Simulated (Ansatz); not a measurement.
Ansatz (a first-principles code) input (PBE0/def2-TZVP):

Ansatz 0.2 input:
```yaml
crystal:
  periodic: [false, false, false]
  atoms:
    - {symbol: C, position_ang: [-0.40036265, 2.09005405, 1.45077108]}
    - {symbol: C, position_ang: [-0.76057510, 1.57420172, 0.27685327]}
    - {symbol: Si, position_ang: [0.07612081, 0.10979933, -0.49847219]}
    - {symbol: F, position_ang: [0.31434384, 0.45342061, -2.05846031]}
    - {symbol: C, position_ang: [1.73823549, -0.20050167, 0.26752524]}
    - {symbol: C, position_ang: [1.99110384, -1.21959280, 1.08694608]}
    - {symbol: C, position_ang: [-0.99742734, -1.40221259, -0.41493593]}
    - {symbol: C, position_ang: [-2.04018523, -1.51875512, 0.40543805]}
    - {symbol: H, position_ang: [-0.91499351, 2.93514881, 1.89627481]}
    - {symbol: H, position_ang: [0.43099058, 1.68574282, 2.01864069]}
    - {symbol: H, position_ang: [-1.60324962, 2.02421475, -0.24425653]}
    - {symbol: H, position_ang: [2.54503953, 0.49748232, 0.05292539]}
    - {symbol: H, position_ang: [2.96520667, -1.37273509, 1.53990830]}
    - {symbol: H, position_ang: [1.22859470, -1.94877454, 1.33985999]}
    - {symbol: H, position_ang: [-0.75145828, -2.24715604, -1.05504320]}
    - {symbol: H, position_ang: [-2.64409991, -2.41905685, 0.45284590]}
    - {symbol: H, position_ang: [-2.33555012, -0.71200373, 1.06801138]}
basis:
  gaussian:
    orbitals: def2-TZVP
hamiltonian:
  xc: {name: PBE0}
```

End of the output:

```
integrals: 0.35 GiB planned
1900 factors; their error is unknown
0.43 GiB of the device are held for the grids
1.99 GiB of device memory are held for the factors and their scratch space
mean field: 2.18 GiB planned
mean field evaluation 1: about -16939.4723 eV, gradient 8.0e1 eV
mean field evaluation 2: about -16937.3301 eV, gradient 8.4e1 eV
mean field evaluation 4: about -16953.5111 eV, gradient 2.8e0 eV
mean field evaluation 8: about -16953.5206 eV, gradient 7.1e-2 eV
mean field evaluation 16: about -16953.5478 eV, gradient 2.0e-4 eV
mean field -16953.54776242 eV, -623.0313887416 hartree, gradient 3.6e-5 eV, S^2 0.000000; 0 other end points of the search recorded, 0 dependent functions left out
reference -16953.54780051 eV, -623.0313901413 hartree; 34, 34 occupied and 274, 274 virtual orbitals, 1900 factors
Total energy: -16953.54780051 eV, -623.0313901413 hartree
```
